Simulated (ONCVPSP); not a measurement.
**What the settings do to the ONCV potential of molybdenum (Mo)**

Base potential:

Mo, optimised norm-conserving Vanderbilt (ONCV), made with ONCVPSP 4.0.1 (LDA (Perdew-Wang 92), scalar-relativistic). Core [Ar] 3d10, reference 4s2 4p6 4d4 5s2. Waves: 4s+5s: rc 1.75 bohr, ncon 5, nbas 10, qcut 7.5 1/bohr, 2 projectors; 4p: rc 2.05 bohr, ncon 4, nbas 7, qcut 7.4 1/bohr, 2 projectors, debl 3.6 Ha; 4d: rc 1.85 bohr, ncon 4, nbas 9, qcut 10.2 1/bohr, 2 projectors, debl 2.5 Ha. Local part: polynomial inside 1.70 bohr (lpopt 5, dvloc0 6 Ha). Core correction: Teter function fitted to the true core (icmod 2), fcfact 0.5.

All-electron outer shells of the reference configuration (LDA (PZ), scalar-relativistic, ld1.x):

| shell | level (eV) | outermost node (bohr) | outermost maximum (bohr) |
| --- | --- | --- | --- |
| 3d | -224.24 | – | 0.32 |
| 4s | -67.11 | 0.51 | 0.99 |
| 4p | -41.15 | 0.52 | 1.06 |
| 4d | -5.80 | 0.53 | 1.37 |
| 5s | -5.08 | 1.33 | 2.82 |

Cutoffs, loose and tight: the cutoffs (Ha) at which the residual kinetic energy of the hardest occupied pseudo-wave falls to 1 and 0.1 mHa per electron. They do not see the model core or the augmentation charge, which bear on the density cutoff. Test errors are all-electron minus pseudo excitation energies from the reference, over the configurations 4s2 4p6 4d5 5s1; 4s2 4p6 4d5 5s0; 4s2 4p6 4d4 5s0; 4s2 4p6 4d3 5s0. A dash means not determined; rows that change the core or the reference have their own tests.

A true bound ghost makes a file unfit for plane-wave use even where its test errors are small: the radial tests pick states by their node count and pass the ghost by.

```tsv
change	outcome	cutoff, loose	cutoff, tight	bound ghosts	GHOST(+) flags above zero	largest test error (meV)
base	generated	23 Ha	29 Ha	none	none	-5.1
p: rc 1.74	generated	23 Ha	29 Ha	none	none	-5.4
p: rc 2.12	generated	23 Ha	29 Ha	none	none	-5.0
p: rc 2.3	generated	23 Ha	29 Ha	none	none	-5.0
p: rc 2.72	generated, projector energies reset by the program	23 Ha	29 Ha	none	none	-5.6
p: rc 2.86	generated, projector energies reset by the program	23 Ha	29 Ha	none	none	-6.0
```

**Question.** What comes out with this change to the base: p: rc 1.48; local potential polynomial inside 1.48 bohr (lpopt 5, dvloc0 6 Ha)?

**Answer.** outcome: generated; cutoff, loose: 23 Ha; cutoff, tight: 29 Ha; bound ghosts: p; GHOST(+) flags above zero: none; largest test error (meV): -5.8.

Reading the sweep of the p radius (base included, trends over the rows without a ghost): The loose cutoff stays near 23 Ha. The median size of the test errors (rows with all tests solved) rises from 4.1 meV at 1.74 to 5.4 meV at 2.86 bohr, with one reversal. More of the atom is replaced by a form fitted at one configuration, so other configurations suffer as the radius grows. Bound ghosts are found at 1.48 bohr.
